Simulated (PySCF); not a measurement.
Sn(Me)(OH)3 (CH6O3Sn), SMILES [Sn]([OH])([OH])([CH3])[OH]. Coordinates come from a B3LYP-D3(BJ)/def2-SVP optimisation. The structure was generated by enumeration; whether it is a known compound was not checked. The def2 effective core potentials stand for the cores of Sn; spin–orbit coupling is left out. One conformer was computed; it need not be the lowest.

Computed equilibrium geometry at B3LYP-D3(BJ)/def2-SVP (PySCF confirms it by a frequency run) as a Z-matrix, and its point group (one conformer of several):
point group C3.
```
Sn
O 1 1.9931
H 2 0.9685 1 110.25
O 1 1.9931 2 106.24 3 -107.46
H 4 0.9685 1 110.25 2 5.38
O 1 1.9931 2 106.24 3 5.38
H 6 0.9685 1 110.25 2 -107.46
C 1 2.1374 2 112.54 3 128.96
H 8 1.0981 1 108.65 2 136.03
H 8 1.0981 9 110.28 1 118.98
H 8 1.0981 9 110.28 10 122.04
```
